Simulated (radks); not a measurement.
Problem. These are the eigenvalues of the occupied orbitals of an atom or ion with whole-number occupations (hartree). All-electron calculation, Dirac Kohn-Sham, PBE, spin-unpolarised, spherical densities, finite nucleus; Fermi nuclear charge, rms radius of each element as measured or else 0.836 A^(1/3) + 0.57 fm. Program: a radial shooting solver on a logarithmic mesh with Libxc functionals.

| orbital | eigenvalue |
|---|---|
| 1s1/2 | -805.9227 |
| 2s1/2 | -116.0133 |
| 2p1/2 | -107.2120 |
| 2p3/2 | -102.4008 |
| 3s1/2 | -20.58616 |
| 3p1/2 | -17.17176 |
| 3p3/2 | -16.35539 |
| 3d3/2 | -10.31313 |
| 3d5/2 | -10.15407 |
| 4s1/2 | -2.98492 |
| 4p1/2 | -1.96570 |
| 4p3/2 | -1.84000 |
| 4d3/2 | -0.34422 |
| 4d5/2 | -0.33111 |
| 5s1/2 | -0.22686 |
| 5p1/2 | -0.08129 |
| 5p3/2 | -0.07520 |

Which element is it, and in what charge state? The configuration may be excited. Open shells, if any, are shared by 2j + 1.

Solution. Z = 44, ruthenium, charge 0: Ru in [Kr] 4d6 5s1 5p1. The list shows which subshells hold electrons but not how many an open one holds; the 1s level, -805.92 hartree, gives Z - s = 40.1 by -(Z - s)^2/2, which with screening and relativity narrows Z to a few neighbours, and the depths of the outer levels then fix element, charge and occupations together.
